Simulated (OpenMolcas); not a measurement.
A calculation on Nb²⁺.

| Property | Result |
| --- | --- |
| Program | OpenMolcas |
| Method | CASSCF |
| Basis | ANO-RCC-VTZP [7s6p4d2f1g] |
| Scalar Hamiltonian | DKH2, point nucleus |
| Active space | 3 electrons in 5 orbitals (4d) |
| State averaging | 2S+1 = 4 even, 10 roots; 2S+1 = 2 even, 35 roots kept (CI in the orbitals of an earlier block) |
| Spin-orbit coupling | state interaction with AMFI integrals over the reference wave functions, term energies averaged over their components |

Which level of the active space comes out lowest?

4d3 4F 3/2, with 100 % of that term; it is also the measured ground level.

How high does 4d3 4P 5/2 lie?

12054 cm-1 above the lowest level; measured 9594 cm-1 above the ground level, so the calculation is off by +26 %.

How high does 4d3 2H 9/2 lie?

15903 cm-1 above the lowest level; measured 12916 cm-1 above the ground level, so the calculation is off by +23 %.

How high does 4d3 4F 5/2 lie?

502 cm-1 above the lowest level; measured 516 cm-1 above the ground level, so the calculation is off by -3 %.

The level at 15587 cm-1 has J = 3/2. What is it made of, and what is its g factor?

58 % 4d3 2P 3/2, 36 % 4d3 2D, 5 % 4d3 4P; g = 1.159, against 1.334 from Landé's formula for the pure leading term.

Measured values: the list in Shadmi, J. Res. Natl. Bur. Stand. 70A, 435 (1966).

Levels of configurations with an s electron are missing; early in the row they begin among the upper levels of the d shell and mix with terms of their name. Without dynamic correlation excited terms often stand tens of per cent too high (terms of higher spin than the ground term too low), and those without a measured partner can miss by more than the paired ones. Terms from blocks run as CI alone lack orbitals of their own. Measured partners are found by configuration, term and J. A level has none where our copy of the source lacks it or the pairing is in doubt (some pairs that miss far off the trend of their configuration count as doubtful), and it then counts in no deviation. Only configurations of the active space appear.
